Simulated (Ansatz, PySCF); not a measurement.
Species: sum formula Sn2OH7, net charge 1, singlet state. It need not be the lowest isomer of its formula. 
Structure (B3LYP-D3(BJ)/def2-TZVP (Ansatz, a first-principles code) minimum search):
```
O
H 1 0.9658
Sn 1 2.1251 2 114.93
H 3 1.6922 1 100.82 2 59.51
H 3 1.6922 4 117.64 1 108.48
H 3 1.6936 4 117.42 5 148.91
Sn 1 2.1287 2 113.65 3 179.98
H 7 1.6921 1 98.73 2 1.93
H 7 1.6926 8 117.88 2 -106.18
H 7 1.6926 8 117.86 2 105.15
```
Charge +1, spin multiplicity 1.

Total electronic energies in hartree. Cores are frozen in the correlated levels unless marked. No spin-orbit coupling. The frozen core is the preceding noble-gas configuration, with the filled d and f shells of earlier blocks. In def2 rows, elements after Kr have scalar-relativistic effective core potentials. STO-3G rows are all-electron and non-relativistic. Basis-set limits of correlation are two-point, X^-3; Hartree-Fock from the larger set. The bracket is a focal-point correction in the basis named.

```tsv
level	program	energy (Eh)
HF/STO-3G	Ansatz	-12004.44226
HF/def2-TZVPD	PySCF	-505.43998
HF/def2-TZVPP	Ansatz	-505.44214
HF-D4/def2-TZVPD	PySCF + dftd4	-505.46048
PBE-D4/def2-TZVPD	Ansatz + dftd4	-507.70212
BLYP-D4/def2-TZVPD	Ansatz + dftd4	-507.67973
BLYP/def2-TZVPD	Ansatz	-507.66603
revPBE-D3(BJ)/def2-TZVPD	Ansatz + dftd3	-507.88120
r2SCAN-D3(BJ)/def2-TZVPD	Ansatz + dftd3	-507.92304
B3LYP-D4/def2-TZVPD	Ansatz + dftd4	-507.96777
B3LYP/def2-TZVPD	Ansatz	-507.95724
PBE0-D4/def2-TZVPD	Ansatz + dftd4	-507.72905
PBE0/def2-TZVPD	Ansatz	-507.72352
PBE0/def2-TZVPD	PySCF	-507.72358
BHLYP-D3(BJ)/def2-TZVPD	Ansatz + dftd3	-507.63379
BHLYP-D4/def2-TZVPD	Ansatz + dftd4	-507.63136
BHLYP/def2-TZVPD	Ansatz	-507.62196
TPSSh-D3(BJ)/def2-TZVPD	PySCF + dftd3	[?]
r2SCAN0-D4/def2-TZVPD	Ansatz + dftd4	-507.85531
M06-2X/def2-TZVPD	PySCF	-507.62665
LC-wPBE/def2-TZVPD	Ansatz	[?]
RI-MP2/CBS(def2-TZVPP,def2-QZVPP)	Ansatz	-505.9755
RI-MP2/CBS(def2-TZVPP,def2-QZVPP)+[CCSD(T)-MP2]/def2-TZVPP	Ansatz	-506.0341
```

Q: Complete the blanks.

A: 
- TPSSh-D3(BJ)/def2-TZVPD, energy (Eh): -507.67201
- LC-wPBE/def2-TZVPD, energy (Eh): -507.83903
